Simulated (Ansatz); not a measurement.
Consider the ligand exchange at the Si–I bond: `F[SiH](Cl)I` + H–F → `F[SiH](F)Cl` + HI.

Calculated with Ansatz (gas phase, PBE0-D4/def2-TZVP geometries, no zero-point term in ΔE). CCSD(T)/CBS is the MP2 limit (def2-TZVPP, def2-QZVPP) plus CCSD(T) − MP2 in def2-TZVPP, frozen cores. This one scheme is used for every species. Functionals use def2-TZVPP. B3LYP here is the variant with VWN-RPA as its local correlation; programs differ in this. HSE06 is defined as in plane-wave codes. def2 core potentials past Kr. For I outer-core shells are correlated without core-valence functions, which leaves a few kJ/mol of doubt a bond.

```tsv
level	ΔE (eV)
B3LYP-D4	-0.76
HSE06-D4	-0.62
SCS-MP2/def2-TZVPP	-0.79
SCS-MP2/def2-QZVPP	-0.74
```

Question: What does CCSD(T)/CBS give? (Best estimate.)

Answer: The calculation gave: -0.70 eV. The listed levels differ from it by -0.06, 0.08, -0.09, -0.04 eV.

Largest T1 diagnostic among the species: 0.011.

In def2-TZVPP, CCSD(T) changes the Hartree–Fock value by +0.18 eV (the triples alone add +0.04 eV) and MP2 by +0.29 eV. The D4 term adds +0.09 eV with B3LYP and +0.05 eV with PBE0; it sums over pairs of atoms, weighted by their polarisabilities, and B3LYP, whose exchange is more repulsive, gets the larger term.
